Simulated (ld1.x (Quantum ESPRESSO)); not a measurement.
Cutoff test, bismuth (Bi), TM

Bi (Z = 83), norm-conserving Troullier–Martins (Kleinman–Bylander form), made with ld1.x (Quantum ESPRESSO) 7.5 (LDA (PZ), fully relativistic). Core [Xe] 4f14, reference 5d10 6s1.75 6p3.25. Waves: 6p (bound): rc 2.70 bohr; 5d (bound): rc 1.90 bohr; 5f channel at 0.15 Ry: rc 2.00 bohr; 6s (bound): rc 1.78 bohr. Local part: the s channel. Core correction: none.

Open shells are filled in proportion to 2j + 1 (rel_dist='average').

The pseudo-atom Hamiltonian at the reference potential is diagonalised in spherical Bessel functions j_l(qr) that vanish at 20 bohr, with q² up to the cutoff. All-electron valence levels (Ry): 6p1/2 -0.4722, 6p3/2 -0.3246, 5d3/2 -2.1507, 5d5/2 -1.9286, 6s -1.0979.

How do the lowest levels (Ry) of each channel move with the cutoff, and are there ghosts?

```json
{"cutoff (Ry)": "8", "p1/2 #1": "-0.4607", "p3/2 #1": "-0.3183", "p3/2 #2": "0.0267", "d3/2 #1": "-0.1543", "d3/2 #2": "0.0638", "d5/2 #1": "-0.1627", "d5/2 #2": "0.0636", "f5/2 #1": "0.1086", "f7/2 #1": "0.1086", "s #1": "-1.0604", "s #2": "-0.0469", "Σ f·Δε (mRy)": "18673.0"}
{"cutoff (Ry)": "18", "p1/2 #1": "-0.4718", "p3/2 #1": "-0.3242", "p3/2 #2": "0.0262", "d3/2 #1": "-1.0615", "d3/2 #2": "0.0530", "d5/2 #1": "-1.0394", "d5/2 #2": "0.0532", "f5/2 #1": "0.1086", "f7/2 #1": "0.1086", "s #1": "-1.0859", "s #2": "-0.0496", "Σ f·Δε (mRy)": "9714.6"}
{"cutoff (Ry)": "30", "p1/2 #1": "-0.4722", "p3/2 #1": "-0.3246", "p3/2 #2": "0.0261", "d3/2 #1": "-1.8961", "d3/2 #2": "0.0498", "d5/2 #1": "-1.7423", "d5/2 #2": "0.0504", "f5/2 #1": "0.1086", "f7/2 #1": "0.1086", "s #1": "-1.0966", "s #2": "-0.0505", "Σ f·Δε (mRy)": "2138.9"}
{"cutoff (Ry)": "50", "p1/2 #1": "-0.4722", "p3/2 #1": "-0.3246", "p3/2 #2": "0.0261", "d3/2 #1": "-2.1481", "d3/2 #2": "0.0493", "d5/2 #1": "-1.9272", "d5/2 #2": "0.0500", "f5/2 #1": "0.1086", "f7/2 #1": "0.1086", "s #1": "-1.0977", "s #2": "-0.0506", "Σ f·Δε (mRy)": "19.4"}
{"cutoff (Ry)": "70", "p1/2 #1": "-0.4722", "p3/2 #1": "-0.3246", "p3/2 #2": "0.0261", "d3/2 #1": "-2.1505", "d3/2 #2": "0.0493", "d5/2 #1": "-1.9284", "d5/2 #2": "0.0500", "f5/2 #1": "0.1086", "f7/2 #1": "0.1086", "s #1": "-1.0979", "s #2": "-0.0506", "Σ f·Δε (mRy)": "2.4"}
{"cutoff (Ry)": "110", "p1/2 #1": "-0.4722", "p3/2 #1": "-0.3246", "p3/2 #2": "0.0261", "d3/2 #1": "-2.1507", "d3/2 #2": "0.0493", "d5/2 #1": "-1.9286", "d5/2 #2": "0.0500", "f5/2 #1": "0.1086", "f7/2 #1": "0.1086", "s #1": "-1.0979", "s #2": "-0.0506", "Σ f·Δε (mRy)": "0.2"}
{"cutoff (Ry)": "400", "p1/2 #1": "-0.4722", "p3/2 #1": "-0.3246", "p3/2 #2": "0.0261", "d3/2 #1": "-2.1507", "d3/2 #2": "0.0493", "d5/2 #1": "-1.9286", "d5/2 #2": "0.0500", "f5/2 #1": "0.1086", "f7/2 #1": "0.1086", "s #1": "-1.0980", "s #2": "-0.0506", "Σ f·Δε (mRy)": "0.0"}
```

Result: no extra level below or beside the all-electron valence levels (p1/2, p3/2, d3/2, d5/2, f5/2, f7/2, s tested); 10 mRy is reached at 55 Ry and 1 mRy at 90 Ry.
